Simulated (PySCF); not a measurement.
Unrelated species, one level of theory. Computed with TDDFT PBE0/def2-SVPD, vertical, gas phase, core orbitals frozen in the response in PySCF 2.14.0, density-fitted response routines. Geometries: GFN2-xTB; one conformer of each isolated species. Triplets are in the Tamm–Dancoff approximation.

Problem. Rank by computed lowest singlet excitation energy, highest first.
A. `C=C=C=C`
B. `CC[C@@H](C)[C@H](C)N`
C. `CC(C)(C)C`
D. `C=COC(=O)CC(=O)N`

Solution. C (8.53 eV), B (6.24 eV), D (5.40 eV), A (4.06 eV).

| SMILES | S1 (eV) | first f ≥ 0.01 (nm) | T1 (eV) | gap (eV) | HOMO (eV) | S1 mainly |
| --- | --- | --- | --- | --- | --- | --- |
| CC(C)(C)C | 8.53 | 145 | 8.34 | 9.65 | -9.00 | H-2/H-1/H→L (99%) |
| CC[C@@H](C)[C@H](C)N | 6.24 | 199 | 6.01 | 7.40 | -6.73 | H→L (84%) |
| C=COC(=O)CC(N)=O | 5.40 | 230 | 4.18 | 6.57 | -7.66 | H→L (68%) |
| C=C=C=C | 4.06 | 227 | 2.73 | 5.51 | -7.12 | H-1→L (100%) |

H and L stand for HOMO and LUMO. A slash joins orbitals within 0.01 eV of each other, whose weights are summed (≥ marks a lower bound).

Mean S1 by what the SMILES shows (count): single bonds only 7.39 eV (2); a double or triple bond but no aromatic ring 4.73 eV (2).

- `CC(C)(C)C`: Löwdin shares by element: HOMO (one of a set within 0.03 eV) carbon 67% or more (atoms not listed hold the other 33%); LUMO carbon 46% or more (atoms not listed hold the other 54%).
- `CC[C@@H](C)[C@H](C)N`: Löwdin shares by element: HOMO nitrogen 58%, carbon 21% or more, hydrogen 6% or more (atoms not listed hold the other 15%); LUMO carbon 35% or more (atoms not listed hold the other 65%).
- `C=COC(=O)CC(N)=O`: Löwdin shares by element: HOMO oxygen 56% or more, carbon 24% or more (atoms not listed hold the other 21%); LUMO carbon 50% or more, oxygen 18% or more (atoms not listed hold the other 32%).
- `C=C=C=C`: Löwdin shares by element: HOMO carbon 90%; LUMO carbon 85%.
